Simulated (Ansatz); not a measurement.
## Ansatz (development build ahead of 0.2.0) run

```yaml
crystal:
  periodic: [false, false, false]
  atoms:
    - { symbol: V, position_ang: [0.0, 0.0, 0.0] }
    - { symbol: F, position_ang: [0.99304, 0.99304, 0.99304] }
    - { symbol: F, position_ang: [0.99304, -0.99304, -0.99304] }
    - { symbol: F, position_ang: [-0.99304, 0.99304, -0.99304] }
    - { symbol: F, position_ang: [-0.99304, -0.99304, 0.99304] }
basis:
  gaussian: { orbitals: def2-SVP }
magnetization:
  spin_polarized: true
  initial_magnetization: 1
hamiltonian:
  xc: hf
scf:
  omitted_lower_state_checks: [starts, atomic_configurations, cluster_reference, orbital_swaps, given_window_search, neighbouring_geometries, increment]
```

The input is written out in the form of the current development build from the run's settings.

Results

```json
{
  "Converged": "yes",
  "Total energy": "-1340.31400 hartree",
  "Spin squared of the determinant": "0.757",
  "Stability test": "minimum"
}
```

Caution: no wide search was run, a lower solution can exist.
